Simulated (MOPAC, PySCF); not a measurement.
C₃H₁₁BSi, SMILES `B[Si](C)(C)C`, neutral singlet in the gas phase. 

Cartesian coordinates (Å):
```xyz
16

B      1.2641    -1.4247     0.7690
Si    -0.0603    -0.0768     0.0695
C      0.7091     0.6402    -1.4974
C     -1.7063    -0.8671    -0.3774
C     -0.3594     1.3238     1.2869
H      1.2562    -2.5597     0.4027
H      2.1358    -1.1174     1.5229
H      0.8820    -0.1303    -2.2503
H      1.6609     1.1321    -1.2904
H      0.0350     1.3841    -1.9285
H     -2.3837    -0.1288    -0.8118
H     -1.5690    -1.6692    -1.1046
H     -2.1965    -1.2929     0.4999
H     -0.8160     0.9609     2.2094
H      0.5773     1.8179     1.5508
H     -1.0276     2.0730     0.8570
```
Charge 0, multiplicity 1.

All levels are single points at this geometry (M06-2X/def2-TZVP); Pople sets use spherical d functions. Orbital energies aren't observables, and empty levels follow the basis.

```
level                            HOMO (eV)  LUMO (eV)  gap (eV)  dipole (D)  vertical IE, Delta-SCF (eV)
-------------------------------  ---------  ---------  --------  ----------  ---------------------------
B3LYP-D3(BJ)/def2-TZVP in PySCF      -7.37      -2.30      5.08        0.49                         9.55
M06-2X/def2-TZVP in PySCF            -8.69      -1.19      7.50        0.39                         9.69
PBE-D3(BJ)/def2-TZVP in PySCF        -6.32      -3.08      3.24        0.62                         9.26
B3LYP/3-21G in PySCF                 -7.29      -2.02      5.27        0.60                            –
B3LYP/6-311+G** in PySCF             -7.40      -2.31      5.09        0.44                            –
B3LYP/LANL2DZ in PySCF               -7.40      -2.16      5.24        0.46                            –
BP86/6-31G* in PySCF                 -6.17      -2.78      3.40        0.67                            –
M06-2X/6-31G* in PySCF               -8.53      -0.81      7.72        0.43                            –
SVWN5/6-31G* in PySCF                -6.08      -2.97      3.11        0.72                            –
HF/6-31G* in PySCF                  -10.43       2.01     12.43        0.33                         9.04
HF/STO-3G in PySCF                   -8.96       6.41     15.37        0.12                            –
AM1 in MOPAC                         -9.88       0.77     10.65        0.26                            –
PM7 in MOPAC                        -10.03      -0.49      9.55        0.07                            –
```
